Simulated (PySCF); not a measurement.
Precursor series Zn Cl-F. All species are isolated molecules in the gas phase.

The HOMO from two functionals at the same geometries (TPSS-D3(BJ)/def2-SVP), both in PySCF: PBE-D3(BJ)/def2-TZVP and TPSSh-D3(BJ)/def2-TZVP. 

| species | PBE-D3(BJ)/def2-TZVP (eV) | TPSSh-D3(BJ)/def2-TZVP (eV) |
|---|---|---|
| 0 of 2 Cl replaced by F ([Zn(Cl)2]) | -7.74 | -8.39 |
| 1 of 2 Cl replaced by F ([Zn(Cl)(F)]) | -7.96 | -8.61 |
| 2 of 2 Cl replaced by F | -8.58 | -9.43 |

Over these rows, drawn at random from the members with no instability flagged (it was tested for open shells, ions and some series alone), PBE minus TPSSh-D3(BJ): mean +0.71 eV, from +0.64 eV to +0.85 eV.
